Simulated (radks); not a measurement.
Initial-state core-level shifts of the titanium ion Ti3+ when its valence configuration changes from [Ar] 3d1. Method: non-relativistic Kohn-Sham, r2SCAN, spin-polarised, spherical densities, point nucleus; open shells are filled with parallel spins first; meta-GGA in the generalised Kohn-Sham scheme; computed with a radial shooting solver on a logarithmic mesh with Libxc functionals. Shifts are changes of the shell-averaged eigenvalues in eV (positive: less bound); the change of the density at the nucleus, which sets a Mossbauer isomer shift, is in e/bohr^3, on a base of 7133.

| valence | 1s | 2s | 2p | 3s | density at nucleus |
|---|---|---|---|---|---|
| 3d0.5 4s0.5 | -4.184 | -4.785 | -4.750 | -3.723 | +4.0904 |
| 4p1 | -9.536 | -10.771 | -10.700 | -8.452 | +2.3285 |
| 4s1 | -8.494 | -9.725 | -9.656 | -7.451 | +8.5802 |
